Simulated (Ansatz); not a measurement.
Cu3O4, relaxed as a doublet with UKS PBE-D4/def2-SVP in Ansatz, starting from the GFN1-xTB geometry. Force threshold 0.02 eV/Å.

The charge 0 doublet is spin-contaminated (final ⟨S²⟩ up to 2.21, 0.75 for a pure state). The relaxation made no stability test and no search for a lower SCF solution. No other spin state of charge 0 was run. Another isomer (doublet) lies 2.11 eV lower at PBE0-D4/def2-TZVP; other spin states weren't run for this one.

Start:

```
atom   x (Å)   y (Å)   z (Å)
 Cu1   0.284   1.048   0.338
 Cu2  -0.621  -0.657  -1.335
 Cu3  -0.010  -1.468   0.667
  O4  -0.521   1.086  -1.161
  O5   0.342  -0.051   1.638
  O6   1.110   2.374   0.621
  O7  -0.584  -2.333  -0.768
```

| step | energy (eV) | largest force component (eV/Å) | SCF passes |
| --- | --- | --- | --- |
| 1 | -142052.6443 | 3.471 | 202 |
| 2 | -142053.2266 | 1.968 | 100 |
| 3 | -142053.6110 | 0.365 | 78 |
| 4 | -142053.6550 | 0.247 | 79 |
| 5 | -142053.6669 | 0.388 | 65 |
| 6 | -142053.6910 | 0.286 | 53 |
| 7 | -142053.7054 | 0.383 | 61 |
| 8 | -142053.7202 | 0.282 | 62 |
| 9 | -142053.7329 | 0.048 | 49 |
| 10 | -142053.7337 | 0.042 | 50 |
| 11 | -142053.7345 | 0.026 | 49 |
| 12 (rejected) | -142053.7343 | 0.054 | 46 |
| 13 | -142053.7350 | 0.015 | 48 |
| 14 | -142053.7358 | 0.021 | 49 |
| 15 (rejected) | -142053.7345 | 0.131 | 46 |
| 16 | -142053.7360 | 0.009 | 43 |
| 17 | -142053.7361 | 0.009 | 48 |

Force components are those of the run's own axes.

End:

```xyz
7

Cu    0.248    1.280    0.418
Cu   -0.852   -0.749   -1.530
Cu    0.160   -1.491    0.712
O    -0.855    0.948   -1.061
O    -0.061   -0.008    1.696
O     1.649    2.317    0.605
O    -0.289   -2.296   -0.841
```

By distances, no bond broke or formed. The bond that changes most is Cu1–O4, from 1.70 to 1.87 Å (atoms count from 1).

The force fell under the threshold at step 13, but the optimiser went on. No frequencies were taken in this run, so the end may be a saddle point.

Run time 88 s (4 threads of Arm Neoverse V1 on a shared host).
